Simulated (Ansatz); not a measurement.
Z-matrix (Å, degrees):
```
C
C 1 1.527
Ge 1 1.947 2 66.6
Se 1 1.927 2 115.1 3 -115.6
H 1 1.085 2 115.0 3 110.3
H 2 1.085 1 116.6 3 -112.4
H 2 1.085 1 116.7 3 109.1
H 3 1.523 1 117.4 2 104.3
H 3 1.520 1 117.5 2 -104.5
H 4 1.469 1 96.8 2 142.5
```

The species carries charge 0 and has multiplicity 1.

List the PBE0/def2-TZVPP orbital energies in eV (Ansatz 0.2.0). (Best estimate.)

Ansatz gave: Occupied: -12361.42, -10859.95, -1584.21, -1421.25, -1421.22, -1421.15, -1358.23, -1208.05, -1208.03, -1208.02, -279.27, -278.58, -214.63, -170.96, -158.23, -158.13, -157.91, -120.76, -120.74, -120.73, -58.25, -58.23, -58.04, -57.96, -57.93, -33.63, -33.59, -33.57, -33.54, -33.50, -22.38, -19.40, -16.19, -14.93, -13.06, -11.91, -10.77, -10.01, -9.48, -8.71, -7.30, -6.10. Lowest empty: -0.23, 0.44, 0.71, 1.07, 1.41, 2.23, 2.72, 2.98.
